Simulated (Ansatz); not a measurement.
Mulliken charges of `C#C[SiH2]C#C` from r2SCAN/def2-TZVPP in Ansatz (PBE0-D4/def2-TZVP geometry).

| atom | x (Å) | y (Å) | z (Å) | charge (e) |
| --- | --- | --- | --- | --- |
| C1 | 1.986 | -0.068 | 1.693 | -0.063 |
| C2 | 1.245 | -0.318 | 0.776 | -0.333 |
| Si3 | 0.140 | -0.714 | -0.616 | 0.474 |
| C4 | -1.253 | 0.460 | -0.648 | -0.333 |
| C5 | -2.181 | 1.229 | -0.682 | -0.063 |
| H6 | 2.640 | 0.156 | 2.505 | 0.221 |
| H7 | 0.896 | -0.611 | -1.886 | -0.062 |
| H8 | -0.385 | -2.089 | -0.450 | -0.062 |
| H9 | -3.000 | 1.910 | -0.709 | 0.221 |

Question: By hand: the dipole of these point charges (1 e Å = 4.8032 D).

Answer: Σ q r = (-0.030, 0.165, 0.143) e Å, of length 0.220 e Å = 1.06 D.

Question: How does the dipole of the full density compare? (Estimate.)

Answer: The calculation gave: (-0.018, 0.100, 0.087) e Å, 0.64 D; the point charges give 1.66 times that, at 0° from its direction.

Point charges leave out the atoms' own dipoles, such as those of lone pairs, and Mulliken's split depends on the basis, so the two needn't agree.
